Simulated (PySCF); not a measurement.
Work out the structure from these simulated measurements.

Formula: C5H10OS.

- 13C NMR: chemical shifts (computed TMS as zero) by class: 202.6 (1 C), 49.2 (1 C), 30.3 (1 C), 14.9 (1 C), 14.3 (1 C) ppm [GIAO PBE0/pcSseg-1]
- UV, first state: lowest singlet excitation: 4.23 eV (293 nm, f = 0.016) [TDDFT PBE0/def2-SVPD]
- Polarisability: 84.5 au [PBE0/def2-SVPD]
- UV, strongest line: among the 6 lowest singlet transitions: S6 at 6.81 eV (182 nm, f = 0.052) [TDDFT PBE0/def2-SVPD]
- Rotational structure: rotational constants A, B, C: 2.724, 1.719, 1.580 GHz [GFN2-xTB]
- Dipole: 1.52 D [PBE0/def2-SVPD]
- 1H NMR: chemical shifts (computed TMS as zero) by class: 3.12 (1 H), 2.41 (3 H), 1.91 (3 H), 1.38 (3 H) ppm [GIAO PBE0/pcSseg-1]
- Triplet: lowest triplet excitation (Tamm–Dancoff): 3.66 eV [TDA PBE0/def2-SVPD]

The electronic properties come from PySCF, for the isolated species, density fitting. Levels stand in brackets. Isolated species at its GFN2-xTB geometry (one conformer only). NMR classes are plain means over equivalent atoms (diastereotopic ones count apart unless rotation or inversion swaps them), as if these changed places fast.

Question: Propose a structure and show how it fits.

Answer: Numbering: `[CH3:1][S:2][C@H:3]([CH3:4])[C:5]([CH3:6])=[O:7]`. Its formula, C5H10OS, gives 1 degree of unsaturation: 0 rings and 1 π bond in the structure found. 5 carbons fall into 5 classes; from least to most shielded: ketone carbonyl carbon [C5] (202.6 ppm), sp3 carbon bound to sulfur [C3] (49.2 ppm), methyl carbon next to a carbonyl [C6] (30.3 ppm), methyl carbon [C4] (14.9 ppm), S-methyl carbon [C1] (14.3 ppm). Hydrogen classes from least to most shielded: 1 H on an sp3 carbon bound to sulfur, C3 (3.12 ppm), 3 H on a methyl carbon next to a carbonyl, C6 (2.41 ppm, a mean of values up to 1.3 ppm apart in this geometry), 3 H on an S-methyl carbon, C1 (1.91 ppm), 3 H on a methyl carbon, C4 (1.38 ppm, a mean of values up to 0.8 ppm apart in this geometry). S1 is mainly HOMO→LUMO (weight 0.76); the largest Löwdin shares of the orbital it empties are 0.56 on the sulfide sulfur, 0.10 on the ketone oxygen, 0.08 on the S-methyl carbon and 0.08 on the sp3 carbon bound to sulfur, of the orbital it fills 0.34 on the ketone carbonyl carbon, 0.29 on the ketone oxygen, 0.17 on the sulfide sulfur and 0.06 on the sp3 carbon bound to sulfur. The optimised geometry has point group C1 and is an asymmetric top. Structure: 3-methylthio-2-butanone, `CS[C@H](C)C(C)=O`. Computed isomers that give other values at the same levels: `CC[C@H]1C[S@](=O)C1` (13C chemical shifts (computed TMS as zero) by class: 62.7 (2 C), 36.1 (1 C), 30.1 (1 C), 14.3 (1 C) ppm); `CSCOC1CC1` (13C chemical shifts (computed TMS as zero) by class: 82.3 (1 C), 55.9 (1 C), 16.5 (1 C), 7.6 (2 C) ppm); `COCCC(C)=S` (rotational constant A: 3.990 GHz; this holds for the one conformer computed). The assignments are read from this structure; whether some other isomer fits the data as well wasn't checked. The mirror image fits equally.

Shape of the structure used: `[CH3:1][S:2][C@H:3]([CH3:4])[C:5]([CH3:6])=[O:7]`: C1–S2–C3–C4 55°, S2–C3–C5–C6 -85°.
